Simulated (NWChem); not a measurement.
System: SnHSCl, singlet; SMILES [Sn]([Cl])[SH]

```xyz
4

Sn     0.6572    -0.0137     0.0000
Cl    -0.9539    -1.8098     0.0000
S     -1.0358     1.7932     0.0000
H     -0.0719     2.7608     0.0000
```
Atoms are numbered in this order, from 1.

Program: NWChem. Low-valent species are run as closed-shell singlets; no triplet was tried in these runs. All runs use the structure optimised with PBE-D3(BJ)/def2-SVP. def2 effective core potentials on Sn; no spin-orbit coupling. Ions are spin-unrestricted doublets at the neutral geometry; other ion states weren't tried.

Among these, which level gives the lowest value of “−ε(HOMO) (eV)”?
A) CAM-B3LYP/def2-SVPD
B) BHandHLYP/def2-SVPD
C) B3LYP/def2-SVPD
D) PBE/def2-SVPD

D, PBE/def2-SVPD. Values: PBE/def2-SVPD 6.56; B3LYP/def2-SVPD 7.38; BHandHLYP/def2-SVPD 8.43; CAM-B3LYP/def2-SVPD 8.74
